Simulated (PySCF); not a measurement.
GdO(OH) at several levels of theory

Computed with PySCF 2.14.0 (density fitting, no spin-orbit coupling) at the geometry relaxed with PBE0:

```xyz
4
GdO(OH) (singlet in the valence; each metal's 4f electrons, 7 of them, lie in its core potential, out of spins and levels)
Gd   -0.0102   -0.0376   -0.4334
O     1.2436    0.0261    0.9238
O    -1.9438    0.0250    0.3365
H    -2.3831    0.0753    1.1888
```

| level | basis | state | HOMO (eV) | gap (eV) | charge on Gd1 (e) | population of f-type functions on Gd1 (polarisation alone where 4f lies in the core) | dipole about the centre of mass (D) | largest force component (eV/Å) |
| --- | --- | --- | --- | --- | --- | --- | --- | --- |
| PBE0 | Gd lcecp-1-SVP with ECP53, O def2-SVP, H def2-SVP | singlet | -6.28 | 4.29 | 0.81 | 0.09 | 6.14 | 0.01 |
| TPSS | the same | singlet | -4.87 | 2.48 | 0.73 | 0.08 | 5.75 | 0.90 |
| PBE0 | Gd lcecp-1-TZVP with ECP53, O def2-TZVP, H def2-TZVP | singlet | -6.28 | 4.29 | 1.24 | 0.09 | 6.40 | 0.27 |

In the lcecp rows the 4f levels are missing from HOMO and gap, and the state counts the valence alone.

Charges are Mulliken's, which hang on the basis. The relaxation used the grid (50, 194), these runs (75, 302) or, all-electron (x2c bases, spin-free X2C Hamiltonian), (99, 590).

Task: What does M06-L with Gd lcecp-1-SVP with ECP53, O def2-SVP, H def2-SVP give here?

Result: state singlet, HOMO (eV) -4.85, gap (eV) 3.19, charge on Gd1 (e) 0.91, population of f-type functions on Gd1 (polarisation alone where 4f lies in the core) 0.08, dipole about the centre of mass (D) 5.99, largest force component (eV/Å) 0.46. Time: 22 s on 2 threads of Intel(R) Xeon(R) Processor @ 2.50GHz (Skylake/Cascade Lake) (shared host), from an already converged density.

In the first row's basis the gap widens with exact exchange: 2.5 to 3.2 eV for TPSS, M06-L (none); 4.3 eV for PBE0 (a fixed share).

An lcecp potential fixes the number of 4f electrons, so in runs with it no electron can move into or out of that shell.
